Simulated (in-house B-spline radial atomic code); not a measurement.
Radial electron density of W V (W4+), [Xe] 4f14 5d1 5f1. Method: Dirac-Hartree-Fock, average of configuration, Fermi nucleus of rms radius 5.3658 fm. Calculated with a B-spline radial code for spherical atoms.

Columns: r (bohr), 4πr²n(r) (electrons per bohr), bar.

```
0.000535    2.912 #
0.000672    4.201 #
0.000843    6.011 ##
 0.00106    8.571 ###
 0.00133    12.08 ####
 0.00167    16.86 ######
 0.00209    23.12 ########
 0.00263    31.43 ##########
  0.0033    41.71 ##############
 0.00415    54.11 ##################
 0.00521    67.88 ######################
 0.00654     81.9 ###########################
  0.0082    94.21 ###############################
  0.0103    102.6 ##################################
  0.0129      105 ###################################
  0.0162    101.4 ##################################
  0.0204    95.17 ###############################
  0.0256    92.93 ###############################
  0.0321    100.6 #################################
  0.0403    117.7 #######################################
  0.0507    133.2 ############################################
  0.0636    132.6 ############################################
  0.0798    116.2 ######################################
     0.1    104.5 ###################################
   0.126    113.5 ######################################
   0.158    124.3 #########################################
   0.198    106.7 ###################################
   0.249    73.07 ########################
   0.313    64.28 #####################
   0.393    75.27 #########################
   0.493    69.49 #######################
   0.619    45.46 ###############
   0.777    26.12 #########
   0.976    17.19 ######
    1.22     11.4 ####
    1.54    5.669 ##
    1.93    2.107 #
    2.42   0.7502 
    3.04   0.4264 
    3.82    0.291 
     4.8   0.1389 
    6.02  0.03665 
    7.56 0.004375 
    9.49 0.0001944 
    11.9 2.54e-06
```

On this grid the curve has 4 maxima, near 0.0129, 0.0507, 0.158, 0.393 bohr.

The 5f5/2 radial function P(r) = rR(r), positive near the nucleus, with its small component Q(r) (sign convention: Q ≈ (P' + κP/r)/2c):

| r (bohr) | P | Q |
| --- | --- | --- |
| 0.0321 | 0.0007158 | 0.0004922 |
| 0.0507 | 0.00315 | 0.001346 |
| 0.0798 | 0.01194 | 0.003084 |
| 0.126 | 0.03726 | 0.005575 |
| 0.198 | 0.08694 | 0.007187 |
| 0.313 | 0.1405 | 0.005786 |
| 0.493 | 0.1325 | 0.002 |
| 0.777 | 0.02278 | -0.001316 |
| 1.22 | -0.1751 | -0.003129 |
| 1.93 | -0.4365 | -0.003552 |
| 3.04 | -0.5947 | -0.002118 |
| 4.8 | -0.3718 | -0.0002255 |
| 7.56 | -0.06603 | 8.521e-05 |
| 11.9 | -0.00159 | 3.998e-06 |
